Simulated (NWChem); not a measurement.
All runs are NWChem calculations. System: hydronium (H$_{3}$O (+1)), charge 1, spin multiplicity 1, at a geometry optimised with B3LYP/def2-SVP. Level: MP2/def2-TZVP, 1 core orbitals frozen.

Part of the output:

```
             Northwest Computational Chemistry Package (NWChem) 7.3.0
             --------------------------------------------------------

                                NWChem Input Module
                                -------------------

 Scaling coordinates for geometry "geometry" by  1.889725989
 (inverse scale =  0.529177249)

 Turning off AUTOSYM since
 SYMMETRY directive was detected!

                             Geometry "geometry" -> ""
                             -------------------------

 Output coordinates in angstroms (scale by  1.889725989 to convert to a.u.)

  No.       Tag          Charge          X              Y              Z
 ---- ---------------- ---------- -------------- -------------- --------------
    1 O                    8.0000    -0.00002500     0.07744200     0.00000000
    2 H                    1.0000    -0.47203300    -0.20667200     0.81769100
    3 H                    1.0000    -0.47203300    -0.20667200    -0.81769100
    4 H                    1.0000     0.94426500    -0.20619200     0.00000000

 Effective nuclear repulsion energy (a.u.)      13.8517465910

            Nuclear Dipole moment (a.u.)
            ----------------------------
        X                 Y               Z
 ---------------- ---------------- ----------------
    -0.0000018897     0.0000000000     0.0000000000

      Symmetry information
      --------------------

 Group name             Cs
 Group number              2
 Group order               2
 No. of unique centers     3

      Symmetry unique atoms

     1    2    4


 Summary of "ao basis" -> "" (spherical)
 ------------------------------------------------------------------------------
       Tag                 Description            Shells   Functions and Types
 ---------------- ------------------------------  ------  ---------------------
 *                         def2-tzvp                  on all atoms

 Summary of "ao basis" -> "ao basis" (spherical)
 ------------------------------------------------------------------------------
       Tag                 Description            Shells   Functions and Types
 ---------------- ------------------------------  ------  ---------------------
 O                         def2-tzvp                11       31   5s3p2d1f
 H                         def2-tzvp                 4        6   3s1p

                                 NWChem SCF Module
                                 -----------------

  ao basis        = "ao basis"
  functions       =    49
  atoms           =     4
  closed shells   =     5
  open shells     =     0
  charge          =   1.00
  wavefunction    = RHF
  use symmetry    = T
  symmetry adapt  = T

 Summary of "ao basis" -> "ao basis" (spherical)
 ------------------------------------------------------------------------------
       Tag                 Description            Shells   Functions and Types
 ---------------- ------------------------------  ------  ---------------------
 O                         def2-tzvp                11       31   5s3p2d1f
 H                         def2-tzvp                 4        6   3s1p

      Symmetry analysis of basis
      --------------------------

        a'         32
        a"         17

 Forming initial guess at       0.0s

      Superposition of Atomic Density Guess
      -------------------------------------

 Sum of atomic energies:         -76.28373485

 Renormalizing density from      11.00 to     10

      Non-variational initial energy
      ------------------------------

 Total energy =     -71.865188
 1-e energy   =    -119.345515
 2-e energy   =      33.628581
 HOMO         =      -1.211149
 LUMO         =      -0.348321

      Symmetry analysis of molecular orbitals - initial
      -------------------------------------------------

  Numbering of irreducible representations:

     1 a'          2 a"

  Orbital symmetries:

     1 a'          2 a'          3 a'          4 a"          5 a'
     6 a'          7 a"          8 a'          9 a"         10 a'
    11 a'         12 a'         13 a'         14 a"         15 a'

 Starting SCF solution at       0.2s

 ----------------------------------------------
         Quadratically convergent ROHF
[...]
    4   -1.1276
    5   -0.9516
    6   -0.1514
    7   -0.0564
    8   -0.0564
    9    0.1909
   10    0.1909
   11    0.2518
   12    0.2923
   13    0.4308
   14    0.4308
   15    0.4853

                       ROHF Final Molecular Orbital Analysis
                       -------------------------------------

 Vector    3  Occ=2.000000D+00  E=-1.127613D+00  Symmetry=a'
              MO Center=  1.3D-01, -1.5D-02, -7.0D-11, r^2= 7.0D-01
   Bfn.  Coefficient  Atom+Function         Bfn.  Coefficient  Atom+Function
  ----- ------------  ---------------      ----- ------------  ---------------
     6      0.391877  1 O  px                 9      0.360285  1 O  px
    45      0.172898  4 H  s                 44      0.151820  4 H  s

 Vector    4  Occ=2.000000D+00  E=-1.127610D+00  Symmetry=a"
              MO Center= -1.3D-01, -1.5D-02,  6.9D-11, r^2= 7.0D-01
   Bfn.  Coefficient  Atom+Function         Bfn.  Coefficient  Atom+Function
  ----- ------------  ---------------      ----- ------------  ---------------
     8      0.391877  1 O  pz                11      0.360286  1 O  pz

 Vector    5  Occ=2.000000D+00  E=-9.515873D-01  Symmetry=a'
              MO Center= -4.6D-05,  1.4D-01,  3.0D-15, r^2= 5.9D-01
   Bfn.  Coefficient  Atom+Function         Bfn.  Coefficient  Atom+Function
  ----- ------------  ---------------      ----- ------------  ---------------
     7      0.466342  1 O  py                10      0.432054  1 O  py
    13      0.232931  1 O  py

 Vector    6  Occ=0.000000D+00  E=-1.513702D-01  Symmetry=a'
              MO Center=  1.0D-04, -3.2D-01, -6.6D-15, r^2= 3.8D+00
   Bfn.  Coefficient  Atom+Function         Bfn.  Coefficient  Atom+Function
  ----- ------------  ---------------      ----- ------------  ---------------
     5      1.188932  1 O  s                 34     -0.644540  2 H  s
    40     -0.644540  3 H  s                 46     -0.644541  4 H  s
     3      0.196135  1 O  s

 Vector    7  Occ=0.000000D+00  E=-5.641509D-02  Symmetry=a'
              MO Center=  6.8D-01, -3.3D-01,  3.3D-10, r^2= 4.1D+00
   Bfn.  Coefficient  Atom+Function         Bfn.  Coefficient  Atom+Function
  ----- ------------  ---------------      ----- ------------  ---------------
    46      1.774666  4 H  s                 34     -0.887334  2 H  s
    40     -0.887334  3 H  s                 12     -0.666674  1 O  px
     6     -0.214000  1 O  px

 Vector    8  Occ=0.000000D+00  E=-5.641488D-02  Symmetry=a"
              MO Center= -6.8D-01, -3.3D-01, -3.3D-10, r^2= 4.1D+00
   Bfn.  Coefficient  Atom+Function         Bfn.  Coefficient  Atom+Function
  ----- ------------  ---------------      ----- ------------  ---------------
    34      1.536912  2 H  s                 40     -1.536912  3 H  s
    14     -0.666672  1 O  pz                 8     -0.214000  1 O  pz

 center of mass
 --------------
 x =  -0.00001980 y =   0.06103816 z =   0.00000000

 moments of inertia (a.u.)
 ------------------
           5.544891294822          -0.001395626412           0.000000000000
          -0.001395626412           9.625560448365           0.000000000000
           0.000000000000           0.000000000000           5.544997686129

  Mulliken analysis of the total density
  --------------------------------------

    Atom       Charge   Shell Charges
 -----------   ------   -------------------------------------------------------
    1 O    8     8.46   0.79  1.18  0.54  0.97  0.22  1.89  2.14  0.69  0.00  0.02  0.00
    2 H    1     0.51   0.22  0.25  0.00  0.04
    3 H    1     0.51   0.22  0.25  0.00  0.04
    4 H    1     0.51   0.22  0.25  0.00  0.04

       Multipole analysis of the density wrt the origin
       ------------------------------------------------

     L   x y z        total         open         nuclear
     -   - - -        -----         ----         -------
     0   0 0 0      1.000000      0.000000     11.000000

     1   1 0 0      0.000207      0.000000     -0.000002
     1   0 1 0     -0.634403      0.000000      0.000000
     1   0 0 1      0.000000      0.000000      0.000000

     2   2 0 0     -1.747034      0.000000      4.775465
     2   1 1 0      0.000969      0.000000      0.001416
     2   1 0 1      0.000000      0.000000      0.000000
     2   0 2 0     -4.590972      0.000000      0.628221
     2   0 1 1      0.000000      0.000000      0.000000
     2   0 0 2     -1.747105      0.000000      4.775360

                   NWChem MP2 Semi-direct Energy/Gradient Module
                   ---------------------------------------------

  Basis functions       =     49
  Molecular orbitals    =     49
  Frozen core           =      1
  Frozen virtuals       =      0
  Active alpha occupied =      4
  Active beta occupied  =      4
  Active alpha virtual  =     44
  Active beta virtual   =     44
  Use MO symmetry       = T
  Use skeleton AO sym   = T

  AO/Fock/Back tols     =   1.0D-09  1.0D-09  1.0D-09

 GA uses MA = F    GA memory limited = T

 Available:
  local mem=  1.15D+08
 global mem=  1.31D+08
 local disk=  0.00D+00
  mp2_memr nvloc                    44
  nvloc new                    44
   1 passes of   4:        3145728                      13694                    737212.
   1 passes of   4: M    114684734           G      131067198           F     111539006.

 Semi-direct pass number   1 of   1  for RHF alpha+beta  at        0.3s
  vrange nnbf                  1225
  mp2_eaftype                    10  avail_ma_in_mb                   999
 EAF : mp2_eaftype filesize          10     368606.
  mp2_eaf for mointskh                     10
Node 0 wrote      1.7 Mb in      0.0 s     Agg I/O rate:   793.1 Mb/s
 Done moints_semi at        0.8s
  mp2_eaftype                    10  avail_ma_in_mb                   989
 EAF : mp2_eaftype filesize          10     368606.
  mp2_eaf for kh                    10
 Done maket at        0.8s
 Done multipass loop at        0.8s

          -------------------------------------------
          SCF energy                 -76.338148620968
          Correlation energy          -0.248962137897
          Singlet pairs               -0.160138725072
          Triplet pairs               -0.088823412825
          Total MP2 energy           -76.587110758865
          -------------------------------------------

          ---------------------------------------------------
                    Spin Component Scaled (SCS) MP2
          Same spin pairs                     -0.059215608550
          Same spin scaling factor             0.333333333333
          Opposite spin pairs                 -0.189746529347
          Opposite spin scaling fact.          1.200000000000
          SCS-MP2 correlation energy          -0.247434371400
          Total SCS-MP2 energy               -76.585582992368
          ---------------------------------------------------

 -----------------------
 Performance information
 -----------------------

 Timer overhead =  2.24D-07 seconds/call

               Nr. of calls         CPU time (s)                 Wall time (s)                GFlops
             ---------------    -------------------     ------------------------------   -------------------
Name         Min   Avg   Max    Min     Avg     Max     Min     Avg     Max   Mx/calls   Min     Max     Sum
mp2: moin     1     1     1   0.42    0.42    0.42     0.42    0.42    0.42    0.42      0.0     0.0     0.0
mp2: make     1     1     1   3.58E-2 3.58E-2 3.58E-2  3.58E-2 3.58E-2 3.58E-2 3.58E-2   0.0     0.0     0.0
mp2: tota     1     1     1   0.50    0.50    0.50     0.50    0.50    0.50    0.50      0.0     0.0     0.0

 The average no. of pstat calls per process was 3.00D+00
 with a timing overhead of 6.71D-07s

 Task  times  cpu:        0.8s     wall:        0.8s

 Total times  cpu:        0.8s     wall:        0.8s
```

Q: Write an NWChem input that would produce this output.

A: Several could match; the one computed here: 
```
start mol
memory heap 200 mb stack 800 mb global 1000 mb
charge 1
geometry units angstroms nocenter noautoz
  O     -0.000025     0.077442     0.000000
  H     -0.472033    -0.206672     0.817691
  H     -0.472033    -0.206672    -0.817691
  H      0.944265    -0.206192     0.000000
  symmetry group Cs
end
basis spherical
  * library def2-tzvp
end
scf
  rhf
  nopen 0
  maxiter 100
  thresh 1e-7
  semidirect memsize 60000000 filesize 0
end
mp2
  freeze core 1
end
task mp2 energy
```
